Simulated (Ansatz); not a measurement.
`C=C([SiH3])SS` + H₂O → `C=C(O)SS` + SiH₄  (formal hydrolysis of a C–Si bond)

Calculated with Ansatz (gas phase, PBE0-D4/def2-TZVP geometries, no zero-point term in ΔE). CCSD(T)/CBS adds triple-zeta CCSD(T) − MP2 to the extrapolated MP2 energy (def2 sets, frozen cores). This one scheme is used for every species. Functionals use def2-TZVPP. B3LYP here is the variant with VWN-RPA as its local correlation; programs differ in this. Each species was taken in one conformer, which may not be the lowest.

`C=C([SiH3])SS`:

Z-matrix (Å, degrees):
```
Si
C 1 1.876
H 1 1.487 2 105.6
H 1 1.484 2 111.2 3 -119.1
H 1 1.483 2 111.8 3 118.0
S 2 1.764 1 120.7 3 167.8
C 2 1.335 1 121.3 3 -8.8
S 6 2.037 2 104.4 1 21.1
H 7 1.084 2 120.7 1 1.5
H 7 1.087 2 122.5 1 -179.4
H 8 1.349 6 99.2 2 85.1
```

H₂O:

```xyz
3

O    -0.172    0.300    0.179
H     0.481   -0.300    0.544
H    -0.309    0.001   -0.723
```

`C=C(O)SS`:

Z-matrix (Å, degrees):
```
C
C 1 1.329
H 1 1.080 2 120.5
H 1 1.082 2 120.3 3 178.6
O 2 1.338 1 123.7 3 178.7
S 2 1.781 1 118.2 3 -6.4
H 5 0.972 2 108.6 1 -168.0
S 6 2.039 2 102.5 1 155.8
H 8 1.350 6 100.0 2 -82.4
```

SiH₄:

```xyz
5

Si    0.000    0.000    0.000
H     1.171   -0.911   -0.058
H     0.453    1.366    0.363
H    -0.958   -0.491    1.022
H    -0.666    0.036   -1.326
```

| level | ΔE (kJ/mol) | difference from CCSD(T)/CBS |
| --- | --- | --- |
| B3LYP-D4 | 49.0 | -15.7 |
| ωB97X-V | 46.8 | -17.9 |
| PBE | 35.8 | -28.9 |
| r2SCAN | 41.4 | -23.3 |
| PBE0 | 42.6 | -22.1 |
| CCSD(T)/def2-TZVPP | 57.4 | -7.3 |
| HF/def2-QZVPP | 47.6 | -17.1 |
| MP2/def2-QZVPP | 68.8 | 4.1 |
| SCS-MP2/def2-QZVPP | 64.3 | -0.4 |
| MP2/CBS(def2) | 71.7 | 7.0 |
| CCSD(T)/CBS | 64.7 | 0 |

Largest T1 diagnostic among the species: 0.013.

In def2-TZVPP, CCSD(T) changes the Hartree–Fock value by +10.5 kJ/mol (the triples alone add −0.2 kJ/mol) and MP2 by +17.5 kJ/mol. The D4 term adds +10.7 kJ/mol with B3LYP and +6.0 kJ/mol with PBE0; it sums over pairs of atoms, weighted by their polarisabilities, and B3LYP, whose exchange is more repulsive, gets the larger term. From PBE to PBE0 (25 % exact exchange), in def2-TZVPP and without D4, ΔE moves by +6.7 kJ/mol.
